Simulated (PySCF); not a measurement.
F$_{6}$Te, charge +1, doublet, at a GFN2-xTB geometry (a state made from the parent by changing its charge; the spin is typed, not shown lowest) (core potentials on Te); DF-HF/def2-SVP (PySCF).

The PySCF input:
```python
from pyscf import gto, scf

mol = gto.Mole()
mol.atom = '''
    F    -0.45802104   -1.30683244   -1.30269736
    Te    0.00000000   -0.00000000   -0.00000000
    F     1.83813753   -0.20566203   -0.43996392
    F     0.16149878   -1.36546945    1.31302172
    F    -0.16149878    1.36546945   -1.31302172
    F     0.45802104    1.30683244    1.30269736
    F    -1.83813753    0.20566203    0.43996392
'''
mol.basis = 'def2-svp'
mol.ecp = {'Te': 'def2-svp'}
mol.charge = 1
mol.spin = 1
mol.verbose = 4
mol.build()

mf = scf.UHF(mol)
mf = mf.density_fit(auxbasis='def2-universal-jkfit')
mf.kernel()
```

It wrote (shortened):

```
PySCF version 2.14.0

[INPUT] verbose = 4
[INPUT] num. atoms = 7
[INPUT] num. electrons = 77
[INPUT] charge = 1
[INPUT] spin (= nelec alpha-beta = 2S) = 1
[INPUT] symmetry False subgroup None
[INPUT] Mole.unit = angstrom
[INPUT] Symbol           X                Y                Z      unit          X                Y                Z       unit  Magmom
[INPUT]  1 F     -0.458021040000  -1.306832440000  -1.302697360000 AA   -0.865534324888  -2.469555402297  -2.461741233594 Bohr   0.0
[INPUT]  2 Te     0.000000000000   0.000000000000   0.000000000000 AA    0.000000000000   0.000000000000   0.000000000000 Bohr   0.0
[INPUT]  3 F      1.838137530000  -0.205662030000  -0.439963920000 AA    3.473576510984  -0.388644910922  -0.831411313490 Bohr   0.0
[INPUT]  4 F      0.161498780000  -1.365469450000   1.313021720000 AA    0.305188463651  -2.580363291960   2.481251446405 Bohr   0.0
[INPUT]  5 F     -0.161498780000   1.365469450000  -1.313021720000 AA   -0.305188463651   2.580363291960  -2.481251446405 Bohr   0.0
[INPUT]  6 F      0.458021040000   1.306832440000   1.302697360000 AA    0.865534324888   2.469555402297   2.461741233594 Bohr   0.0
[INPUT]  7 F     -1.838137530000   0.205662030000   0.439963920000 AA   -3.473576510984   0.388644910922   0.831411313490 Bohr   0.0

nuclear repulsion = 585.844787210702
number of shells = 46
number of NR pGTOs = 205
number of NR cGTOs = 110
basis = def2-svp
ecp = {'Te': 'def2-svp'}

******** <class 'pyscf.df.df_jk.DFUHF'> ********
method = DFUHF
initial guess = minao
damping factor = 0
level_shift factor = 0
DIIS = <class 'pyscf.scf.diis.CDIIS'>
diis_start_cycle = 1
diis_space = 8
diis_damp = 0
SCF conv_tol = 1e-09
SCF conv_tol_grad = None
SCF max_cycles = 50
direct_scf = False
number electrons alpha = 39  beta = 38
Set gradient conv threshold to 3.16228e-05
******** <class 'pyscf.df.df.DF'> ********
auxbasis = def2-universal-jkfit
init E= -834.299855420396

cycle= 1 E= -861.955611836525  delta_E= -27.7  |g|= 1.12  |ddm|= 5.27
cycle= 2 E= -862.304881821335  delta_E= -0.349  |g|= 0.442  |ddm|= 1.66
cycle= 3 E= -862.358469105673  delta_E= -0.0536  |g|= 0.101  |ddm|= 0.418
cycle= 4 E= -862.362924340773  delta_E= -0.00446  |g|= 0.0312  |ddm|= 0.093
cycle= 5 E= -862.363608098645  delta_E= -0.000684  |g|= 0.0114  |ddm|= 0.0341
cycle= 6 E= -862.363806694365  delta_E= -0.000199  |g|= 0.0053  |ddm|= 0.0264
cycle= 7 E= -862.363834422603  delta_E= -2.77e-05  |g|= 0.00299  |ddm|= 0.00733
cycle= 8 E= -862.363855425788  delta_E= -2.1e-05  |g|= 0.00208  |ddm|= 0.00825
cycle= 9 E= -862.363871416321  delta_E= -1.6e-05  |g|= 0.00158  |ddm|= 0.00834
cycle= 10 E= -862.363890795081  delta_E= -1.94e-05  |g|= 0.000765  |ddm|= 0.017
cycle= 11 E= -862.363894706378  delta_E= -3.91e-06  |g|= 0.000317  |ddm|= 0.00872
cycle= 12 E= -862.363895154097  delta_E= -4.48e-07  |g|= 0.000107  |ddm|= 0.003
cycle= 13 E= -862.363895185243  delta_E= -3.11e-08  |g|= 2.75e-05  |ddm|= 0.000754
cycle= 14 E= -862.363895186434  delta_E= -1.19e-09  |g|= 8.1e-06  |ddm|= 9.94e-05
cycle= 15 E= -862.363895186513  delta_E= -7.87e-11  |g|= 2.35e-06  |ddm|= 1.99e-05
Extra cycle  E= -862.363895186513  delta_E= -9.09e-13  |g|= 1.52e-06  |ddm|= 3.48e-06
converged SCF energy = -862.363895186513  <S^2> = 0.79265027  2S+1 = 2.042205
```
